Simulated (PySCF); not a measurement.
Computed IR spectrum (relative IR intensity) of a molecule C3H7O2, multiplicity 2. Geometry optimised at PBE-D3(BJ)/def2-SVP. Other conformers were not sampled. These are PBE-D3(BJ)/def2-SVP (PySCF) values and carry that method's errors. No scaling factor is applied to the harmonic values.

Lines under 2 % of the strongest are left out, and lines within 2 cm⁻¹ are merged.

```tsv
ν (cm⁻¹)	relative intensity
119	11
230	11
256	98
265	25
364	33
413	18
510	5.0
522	94
833	6.4
913	24
946	28
1042	28
1088	89
1119	25
1127	7.7
1198	75
1209	77
1300	41
1312	2.7
1352	43
1357	2.2
1412	12
1424	10
2719	25
2779	32
2891	100
2965	26
3056	33
3072	11
3716	47
```

Identify the compound among the candidates.
(A) CC([O])CO
(B) CC(O)[CH]O
(C) CC(O)C[O]
(D) COC[CH]O

C, CC(O)C[O]
